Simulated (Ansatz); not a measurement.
`BNC(=C)C` at its PBE0-D4/def2-TZVP geometry, where that method's forces vanish. The species carries charge 0 and has multiplicity 1.

| atom | x (Å) | y (Å) | z (Å) |
| --- | --- | --- | --- |
| B1 | -1.3442 | -1.4869 | -0.2799 |
| N2 | -0.0902 | -0.9357 | -0.5430 |
| C3 | 0.4850 | 0.2535 | -0.0767 |
| C4 | 1.7139 | 0.6072 | -0.4552 |
| C5 | -0.3437 | 1.0791 | 0.8467 |
| H6 | -1.6094 | -2.5282 | -0.8040 |
| H7 | -2.1135 | -0.9305 | 0.4423 |
| H8 | 0.5267 | -1.4431 | -1.1610 |
| H9 | 2.3009 | -0.0080 | -1.1286 |
| H10 | 2.1611 | 1.5238 | -0.0974 |
| H11 | 0.2049 | 1.9717 | 1.1428 |
| H12 | -1.2796 | 1.3817 | 0.3702 |
| H13 | -0.6121 | 0.5154 | 1.7438 |

Problem. For each bond, give half the difference of the two atoms' forces along it (eV/Å; positive pushes the atoms apart) under PBE-D4, r2SCAN-D4, B3LYP-D4, ωB97M-V in def2-TZVPP. (Best estimate.)

Solution. The calculation gave: 
```tsv
bond	length (Å)	PBE-D4	r2SCAN-D4	B3LYP-D4	ωB97M-V
B1–N2	1.395	0.11	0.11	0.08	0.01
B1–H6	1.196	-0.02	-0.08	-0.13	-0.11
B1–H7	1.193	0.00	-0.08	-0.12	-0.11
N2–C3	1.401	-0.03	0.06	0.15	0.36
N2–H8	1.010	0.23	-0.01	-0.06	-0.14
C3–C4	1.334	0.37	0.18	0.02	-0.24
C3–C5	1.490	-0.14	-0.01	0.12	0.18
C4–H9	1.085	0.00	-0.08	-0.08	-0.02
C4–H10	1.081	0.01	-0.08	-0.09	-0.03
C5–H11	1.089	0.10	-0.04	-0.08	-0.08
C5–H12	1.093	0.11	-0.02	-0.06	-0.10
C5–H13	1.093	0.12	-0.02	-0.06	-0.10
```

B3LYP here is the variant with VWN-RPA as its local correlation; programs differ in this.

Computed with Ansatz.
